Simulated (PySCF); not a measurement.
Core-level binding energies of `OCB(O)O`

Species: CH5BO3.
Numbering: `[OH:1][CH2:2][B:3]([OH:4])[OH:5]`

Cartesian coordinates in Å at the PBE0-D3(BJ)/def2-SVP level; atoms count from 1:
```xyz
10
CH5BO3 angstrom
O     -0.716   -1.523   -0.340
C     -0.513   -0.138   -0.601
B      0.607    0.468    0.363
O      0.888    1.793    0.478
O      1.335   -0.411    1.090
H     -1.291   -1.595    0.429
H     -0.164   -0.064   -1.647
H     -1.464    0.428   -0.574
H      0.323    2.348   -0.064
H      1.034   -1.299    0.846
```

Computed, not measured: delta-SCF UKS SCAN, pcX-2 on the ionised atom, pcseg-1 elsewhere, spin-free X2C (PySCF). Vertical ΔSCF values, vacuum level as zero.

**Question.** Give the core binding energies atom by atom.

**Answer.** 
```json
{"atom(s)": "O4/O5", "environment": "boron-bound oxygen", "level": "O 1s", "binding energy (eV)": "539.25", "above the level's lowest (eV)": "+0.01", "count": "2"}
{"atom(s)": "O1", "environment": "alcohol oxygen", "level": "O 1s", "binding energy (eV)": "539.24", "above the level's lowest (eV)": "0.00", "count": "1"}
{"atom(s)": "C2", "environment": "carbinol carbon (C–OH)", "level": "C 1s", "binding energy (eV)": "292.09", "above the level's lowest (eV)": "0.00", "count": "1"}
{"atom(s)": "B3", "environment": "three-coordinate boron", "level": "B 1s", "binding energy (eV)": "197.31", "above the level's lowest (eV)": "0.00", "count": "1"}
```

The 2 O 1s values lie within 0.01 eV of each other; Gaussian lines of 0.5 eV full width would blend them into one maximum.

**Question.** Which photon wavelength matches the C 1s of C2 threshold?

**Answer.** λ = hc/E = 12398.42 eV Å / 292.09 eV = 42.447 Å.

One atom of each set of topologically equivalent atoms was ionised and stands for the set; in this conformer not all members are related by symmetry, and their own values weren't computed. Geometry: PBE0-D3(BJ)/def2-SVP, one conformer, isolated molecule.

Time: 20 s. Hardware: one thread of an Arm Neoverse V1, shared host.
